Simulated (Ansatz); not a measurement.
Total energies of In7Sb7 from Ansatz at PBE0-D4/def2-TZVP, gas phase (1 Eh = 27.2114 eV = 2625.5 kJ/mol). The reference geometry is relaxed at r2SCAN-D4/def2-SVP.

```xyz
14

In   -2.039    0.493    1.443
Sb   -4.082   -1.229    0.781
In    1.780   -4.169   -0.021
Sb    0.082   -1.634   -0.613
In    0.076    0.724   -2.262
In   -3.601    0.350   -1.341
Sb   -2.260    2.194   -2.944
In    1.244   -1.192    2.073
Sb    3.764   -2.303    1.654
Sb    0.115    1.101    3.197
In    0.957    1.931    0.539
Sb   -1.669    2.913   -0.209
In    2.878   -0.885   -0.601
Sb    2.755    1.707   -1.695
```

```tsv
state	geometry	energy (Eh)
charge 0 singlet	reference	-3013.48520
charge 1 doublet	reference	-3013.26219
charge 1 doublet	relaxed at r2SCAN-D4/def2-SVP	-3013.29129
charge -1 doublet	reference	-3013.56908
free In atom (doublet)	–	-190.11398
free Sb atom (quartet)	–	-240.22283
```

In the def2 sets In, Sb take a core potential; there is no spin–orbit coupling. Single mean-field runs in def2-TZVP are fitted with def2-universal-jkfit.

(1) Work out the vertical ionisation energy to the doublet.

(2) Work out the vertical electron affinity, to the doublet.

(3) Give the fundamental gap IE − EA, the Mulliken electronegativity (IE + EA)/2 and the hardness (IE − EA)/2.

(4) How much does the charge 1 doublet relax, and what is the adiabatic ionisation energy?

(5) What is the binding energy per atom against free atoms?

(1) E(charge 1 doublet) − E(charge 0 singlet) = -3013.26219 − (-3013.48520) = 0.22301 Eh = 6.07 eV. For comparison, −ε of the highest occupied level is 5.10 eV at this level, 0.97 eV less.

(2) E(charge 0 singlet) − E(charge -1 doublet) = -3013.48520 − (-3013.56908) = 0.08388 Eh = 2.28 eV. The basis lacks diffuse functions, which makes affinities too small.

(3) From the values in Eh: IE − EA = 0.22301 − 0.08388 = 0.13913 Eh = 3.79 eV; (IE + EA)/2 = 4.18 eV; (IE − EA)/2 = 1.89 eV. The HOMO–LUMO gap of the same run is 1.90 eV, 1.89 eV smaller than the fundamental gap.

(4) Relaxation: -3013.26219 − (-3013.29129) = 0.02910 Eh = 0.79 eV. Adiabatic ionisation energy: 0.19391 Eh = 5.28 eV, without zero-point energy. Bonds change on the way (0 lost, 1 formed), so the relaxed form is another species. 

(5) Atoms: 7 × (-190.11398) + 7 × (-240.22283) = -3012.35767 Eh. Binding: -3012.35767 − (-3013.48520) = 1.12753 Eh = 30.68 eV, or 2.19 eV for each of 14 atoms (no zero-point energy, no counterpoise term).
